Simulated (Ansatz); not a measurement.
Cost and result for the atomization energy of `C[B-](C)([NH3+])Cl` (14 atoms, 13 bonds).

```
atom   x (Å)   y (Å)   z (Å)
  C1   1.330   0.733  -0.342
  B2   0.016   0.148   0.354
  C3  -1.390   0.672  -0.198
  N4   0.041  -1.483   0.153
 Cl5   0.113   0.270   2.238
  H6   1.391   1.811  -0.177
  H7   1.325   0.583  -1.430
  H8   2.258   0.303   0.051
  H9  -1.482   1.747  -0.024
 H10  -2.251   0.202   0.291
 H11  -1.494   0.520  -1.280
 H12  -0.005  -1.740  -0.830
 H13  -0.746  -1.901   0.641
 H14   0.894  -1.864   0.554
```

Charge 0, multiplicity 1. Geometry: relaxed with PBE0-D4/def2-TZVP. It is one conformer, not always the lowest. Program: Ansatz. All runs use 4 threads of an Intel Xeon Platinum 8259CL on a shared host. Times are those of one run each, without the atoms' runs, and a repeat can differ threefold. Electronic energies, without spin–orbit coupling; frozen cores. CCSD(T)/CBS adds CCSD(T) − MP2 in def2-TZVPP to the MP2 limit, and its time is that of the two runs behind it. T1 = 0.009. B3LYP takes the VWN-RPA correlation (the form of Gaussian; ORCA's B3LYP/G). HSE06 is the plane-wave form, built on full-range PBE exchange.

CCSD(T)/CBS is a level of theory with its own doubt, some kJ/mol a heavy atom from the limit and from the frozen cores, so smaller differences don't rank the functionals.

| level | functions | wall time |
| --- | --- | --- |
| LDA (SPW92)/def2-TZVPP | 292 | 2.2 s |
| PBE-D4/def2-TZVPP (with forces) | 292 | 4.2 s |
| HSE06-D4/def2-TZVPP | 292 | 5 s |
| CAM-B3LYP-D4/def2-TZVPP | 292 | 5.5 s |
| r2SCAN-D4/def2-TZVPP (with forces) | 292 | 6 s |
| r2SCANh-D4/def2-TZVPP | 292 | 7 s |
| B3LYP-D4/def2-TZVPP (with forces) | 292 | 7.5 s |
| CCSD(T)/def2-SVP | 119 | 7.5 s |
| PBE-QIDH/def2-TZVPP | 292 | 9 s |
| ωB97M-V/def2-TZVPP (with forces) | 292 | 15 s |
| MP2/def2-QZVPP | 568 | 39 s |
| CCSD(T)/def2-TZVPP | 292 | 3.8 min |
| CCSD(T)/CBS(def2) | – | 4.4 min |

What atomization energy does each give, and how far from CCSD(T)/CBS? (Estimate.)

The calculation gave: 
```json
{"level": "LDA (SPW92)/def2-TZVPP", "atomization (kJ/mol)": "5845.3", "difference from CCSD(T)/CBS": "687.9", "per bond": "52.9"}
{"level": "PBE-D4/def2-TZVPP (with forces)", "atomization (kJ/mol)": "5244.2", "difference from CCSD(T)/CBS": "86.8", "per bond": "6.7"}
{"level": "HSE06-D4/def2-TZVPP", "atomization (kJ/mol)": "5188.7", "difference from CCSD(T)/CBS": "31.3", "per bond": "2.4"}
{"level": "CAM-B3LYP-D4/def2-TZVPP", "atomization (kJ/mol)": "5188.3", "difference from CCSD(T)/CBS": "30.9", "per bond": "2.4"}
{"level": "r2SCAN-D4/def2-TZVPP (with forces)", "atomization (kJ/mol)": "5173.9", "difference from CCSD(T)/CBS": "16.5", "per bond": "1.3"}
{"level": "r2SCANh-D4/def2-TZVPP", "atomization (kJ/mol)": "5154.5", "difference from CCSD(T)/CBS": "-2.9", "per bond": "-0.2"}
{"level": "B3LYP-D4/def2-TZVPP (with forces)", "atomization (kJ/mol)": "5169.5", "difference from CCSD(T)/CBS": "12.1", "per bond": "0.9"}
{"level": "CCSD(T)/def2-SVP", "atomization (kJ/mol)": "4923.7", "difference from CCSD(T)/CBS": "-233.7", "per bond": "-18.0"}
{"level": "PBE-QIDH/def2-TZVPP", "atomization (kJ/mol)": "5145.8", "difference from CCSD(T)/CBS": "-11.6", "per bond": "-0.9"}
{"level": "ωB97M-V/def2-TZVPP (with forces)", "atomization (kJ/mol)": "5187.3", "difference from CCSD(T)/CBS": "29.9", "per bond": "2.3"}
{"level": "MP2/def2-QZVPP", "atomization (kJ/mol)": "5160.8", "difference from CCSD(T)/CBS": "3.4", "per bond": "0.3"}
{"level": "CCSD(T)/def2-TZVPP", "atomization (kJ/mol)": "5040.0", "difference from CCSD(T)/CBS": "-117.4", "per bond": "-9.0"}
{"level": "CCSD(T)/CBS(def2)", "atomization (kJ/mol)": "5157.4", "difference from CCSD(T)/CBS": "0.0", "per bond": "0.0"}
```

The D4 term adds +46.7 kJ/mol with B3LYP and +24.6 kJ/mol with PBE0; it sums over pairs of atoms, weighted by their polarisabilities, and B3LYP, whose exchange is more repulsive, gets the larger term. Leaving LDA and LC-ωPBE aside and taking each functional with its dispersion term where it has one, the values, not all of them listed here, spread over 187.1 kJ/mol, from BHLYP-D4 to PBE-D4. LDA lies +630.2 kJ/mol from PBE without D4, its usual overbinding. From BLYP to BHLYP (50 % exact exchange), in def2-TZVPP and without D4, the atomization energy moves by −51.8 kJ/mol: exact exchange takes away binding that semilocal exchange gives to molecules.
